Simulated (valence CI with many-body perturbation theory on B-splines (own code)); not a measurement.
# Forbidden lines of Rb¹⁴⁺

Calculated by valence CI with perturbative core correlation (CI+MBPT): five valence electrons over a frozen Dirac-Fock core [Ar], a basis of 7 s, 7 p, 8 d, 6 f, 4 g, 1 h functions for each j, with the one-electron correlation potential Σ1 (screened to all orders), the two-electron term Σ2, the three-electron term Σ3, Breit, model QED; selected single and double excitations, second order for the rest (own B-spline code, finite nucleus).

No measured spectrum was set against this ion. As an estimate, terms of the open shell hold to 2 to 4 % of their energy, and close levels can change places. Core correlation moves these levels by up to 9700 cm⁻¹, and in measured spectra 5 to 20 % of such shifts remained as error; rates that hang on mixing are uncertain with them. Only levels of the ground parity were solved; by the run's estimate the other parity begins above the list, which can be wrong where configurations are misplaced.

Lines 51 to 100 of 120 in falling wavelength, among levels below 35.175 eV, chosen from the decays that carry over 1 % of a level's rate. Wavelengths and rates use the calculated energies, so an error of 2000 cm⁻¹ moves a line at 3310 Å by 6.6 % and its rate by three times that or more. S is in atomic units (e²a₀⁴ for E2 and M2, e²a₀⁶ for E3), for M1 in squared Bohr magnetons. Weak lines are less certain than strong ones. Lines between different terms over intervals too small for the method are left out, as are lines whose strength nearly cancels.

Names give the largest LS component (configuration and term), which can be under half, so a name can repeat, a term be missing and a line seem to break the LS rules; names also repeat where a configuration has a term twice. Letters in brackets count levels of one name in rising energy.

| λ vac (Å) | Upper | Lower | Type | A (s⁻¹) | S (a.u.) |
| --- | --- | --- | --- | --- | --- |
| 3373 | 3d5 2F_7/2 [c] | 3d5 2F_7/2 [a] | M1 | 1.32e+01 | 1.50e-01 |
| 3310 | 3d5 4F_5/2 | 3d5 4D_3/2 | M1 | 3.00e+00 | 2.42e-02 |
| 3287 | 3d5 2H_11/2 | 3d5 2I_13/2 | M1 | 4.71e+01 | 7.44e-01 |
| 3237 | 3d5 2F_5/2 [b] | 3d5 2D_3/2 [a] | M1 | 1.16e+01 | 8.78e-02 |
| 3204 | 3d5 4F_5/2 | 3d5 4D_5/2 | M1 | 3.21e+01 | 2.35e-01 |
| 3104 | 3d5 4F_9/2 | 3d5 4D_7/2 | M1 | 2.52e+01 | 2.79e-01 |
| 3045 | 3d5 2I_11/2 | 3d5 4G_9/2 | M1 | 7.98e+00 | 1.00e-01 |
| 2983 | 3d5 2H_11/2 | 3d5 2I_11/2 | M1 | 1.15e+02 | 1.36e+00 |
| 2941 | 3d5 2I_11/2 | 3d5 4G_11/2 | M1 | 2.84e+01 | 3.21e-01 |
| 2908 | 3d5 2F_5/2 [b] | 3d5 2D_5/2 [a] | M1 | 4.15e+01 | 2.27e-01 |
| 2885 | 3d5 2D_5/2 [a] | 3d5 4P_3/2 | M1 | 2.60e+01 | 1.39e-01 |
| 2876 | 3d5 2D_3/2 [a] | 3d5 4P_1/2 | M1 | 2.42e+01 | 8.54e-02 |
| 2857 | 3d5 2F_7/2 [b] | 3d5 4D_5/2 | M1 | 5.04e+00 | 3.49e-02 |
| 2768 | 3d5 4F_3/2 | 3d5 4D_3/2 | M1 | 7.04e+01 | 2.22e-01 |
| 2700 | 3d5 2D_5/2 [a] | 3d5 4P_5/2 | M1 | 3.24e+02 | 1.42e+00 |
| 2695 | 3d5 2I_13/2 | 3d5 4G_11/2 | M1 | 1.67e+00 | 1.70e-02 |
| 2694 | 3d5 4F_3/2 | 3d5 4D_5/2 | M1 | 2.43e+01 | 7.05e-02 |
| 2625 | 3d5 4F_3/2 | 3d5 4D_1/2 | M1 | 3.98e+01 | 1.07e-01 |
| 2621 | 3d5 2D_3/2 [a] | 3d5 4P_3/2 | M1 | 1.00e+02 | 2.68e-01 |
| 2555 | 3d5 2G_9/2 [a] | 3d5 2I_11/2 | M1 | 3.39e+01 | 2.10e-01 |
| 2467 | 3d5 2D_3/2 [a] | 3d5 4P_5/2 | M1 | 7.48e+00 | 1.67e-02 |
| 2460 | 3d5 2D_5/2 [a] | 3d5 4G_7/2 | M1 | 9.35e+01 | 3.09e-01 |
| 2459 | 3d5 2F_7/2 [b] | 3d5 4D_7/2 | M1 | 1.06e+02 | 4.70e-01 |
| 2359 | 3d5 2H_9/2 | 3d5 4D_7/2 | M1 | 1.63e+01 | 7.91e-02 |
| 2327 | 3d5 2D_5/2 [a] | 3d5 4G_5/2 | M1 | 2.26e+01 | 6.34e-02 |
| 2319 | 3d5 2G_7/2 [a] | 3d5 4D_5/2 | M1 | 5.83e+00 | 2.16e-02 |
| 2313 | 3d5 2F_7/2 [a] | 3d5 4P_5/2 | M1 | 1.03e+00 | 3.78e-03 |
| 2230 | 3d5 2F_5/2 [a] | 3d5 4D_3/2 | M1 | 3.10e+01 | 7.64e-02 |
| 2182 | 3d5 2F_5/2 [a] | 3d5 4D_5/2 | M1 | 4.27e+01 | 9.87e-02 |
| 2176 | 3d5 2F_7/2 [a] | 3d5 4G_9/2 | M1 | 6.95e+01 | 2.12e-01 |
| 2152 | 3d5 2D_3/2 [a] | 3d5 4G_5/2 | M1 | 6.20e+01 | 9.17e-02 |
| 2088 | 3d5 4F_9/2 | 3d5 4G_9/2 | M1 | 3.38e+00 | 1.14e-02 |
| 2050 | 3d5 4F_9/2 | 3d5 4G_7/2 | M1 | 1.62e+01 | 5.18e-02 |
| 2049 | 3d5 2G_7/2 [a] | 3d5 4D_7/2 | M1 | 3.22e+00 | 8.21e-03 |
| 2039 | 3d5 4F_9/2 | 3d5 4G_11/2 | M1 | 3.81e+01 | 1.20e-01 |
| 2034 | 3d5 2F_7/2 [a] | 3d5 4G_5/2 | M1 | 3.14e+00 | 7.82e-03 |
| 2008 | 3d5 4F_5/2 | 3d5 4P_5/2 | M1 | 5.43e+00 | 9.78e-03 |
| 1893 | 3d5 2F_5/2 [b] | 3d5 4D_5/2 | M1 | 3.55e+00 | 5.35e-03 |
| 1872 | 3d5 4F_5/2 | 3d5 4G_7/2 | M1 | 4.63e+01 | 6.76e-02 |
| 1866 | 3d5 2F_7/2 [b] | 3d5 4P_5/2 | M1 | 3.84e+00 | 7.40e-03 |
| 1795 | 3d5 4F_3/2 | 3d5 4P_5/2 | M1 | 7.37e+00 | 6.32e-03 |
| 1776 | 3d5 2G_9/2 [a] | 3d5 4D_7/2 | M1 | 2.62e+01 | 5.44e-02 |
| 1775 | 3d5 2F_7/2 [b] | 3d5 4G_9/2 | M1 | 1.49e+02 | 2.48e-01 |
| 1748 | 3d5 2F_7/2 [b] | 3d5 4G_7/2 | M1 | 5.79e+01 | 9.16e-02 |
| 1723 | 3d5 2H_9/2 | 3d5 4G_9/2 | M1 | 1.05e+02 | 2.00e-01 |
| 1710 | 3d5 2F_5/2 [b] | 3d5 4D_7/2 | M1 | 6.17e+01 | 6.86e-02 |
| 1696 | 3d5 2H_9/2 | 3d5 4G_7/2 | M1 | 4.67e+01 | 8.46e-02 |
| 1689 | 3d5 2H_9/2 | 3d5 4G_11/2 | M1 | 3.27e+01 | 5.84e-02 |
| 1622 | 3d5 4F_3/2 | 3d5 4G_5/2 | M1 | 2.12e+01 | 1.34e-02 |
| 1620 | 3d5 2G_7/2 [a] | 3d5 4P_5/2 | M1 | 8.67e-01 | 1.09e-03 |
